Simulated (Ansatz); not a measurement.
Consider the redistribution: `[NH2][SnH2][SiH2]O` + `FB(F)Br` → `[NH2][SnH2][Br]` + `O[SiH2]B(F)F`.

Calculated with Ansatz (gas phase, PBE0-D4/def2-TZVP geometries, no zero-point term in ΔE). CCSD(T)/CBS adds triple-zeta CCSD(T) − MP2 to the extrapolated MP2 energy (def2 sets, frozen cores). Functionals use def2-TZVPP. B3LYP here is the variant with VWN-RPA as its local correlation; programs differ in this. Elements past krypton have def2 core potentials. For Br, Sn outer-core shells are correlated without core-valence functions, which leaves a few kJ/mol of doubt a bond. Scalar relativity is left out up to krypton. One conformer a species, not always the lowest.

Question: Is it downhill or uphill in electronic energy at CCSD(T)/CBS, and by how much? (An estimate is asked.)

Answer: Computed: Uphill: ΔE = +0.07 eV.

Question: What do these levels give: r2SCAN-D4, PBE0-D4, B3LYP-D4, ωB97X-V, PBE, PBE0, B3LYP, HF/def2-TZVPP, MP2/def2-TZVPP, SCS-MP2/def2-TZVPP, SCS-MP2/def2-QZVPP, HF/CBS(def2)? (An estimate is asked.)

Answer: Ansatz gave: r2SCAN-D4 0.16, PBE0-D4 0.15, B3LYP-D4 0.09, ωB97X-V 0.02, PBE 0.18, PBE0 0.12, B3LYP 0.03, HF/def2-TZVPP -0.31, MP2/def2-TZVPP 0.18, SCS-MP2/def2-TZVPP 0.08, SCS-MP2/def2-QZVPP 0.04, HF/CBS(def2) -0.34 eV.

Largest T1 diagnostic among the species: 0.013.

From PBE to PBE0 (25 % exact exchange), in def2-TZVPP and without D4, ΔE moves by −0.07 eV. The D4 term adds +0.06 eV with B3LYP and +0.03 eV with PBE0; it sums over pairs of atoms, weighted by their polarisabilities, and B3LYP, whose exchange is more repulsive, gets the larger term. In def2-TZVPP, CCSD(T) changes the Hartree–Fock value by +0.44 eV (the triples alone add +0.06 eV) and MP2 by +0.49 eV.
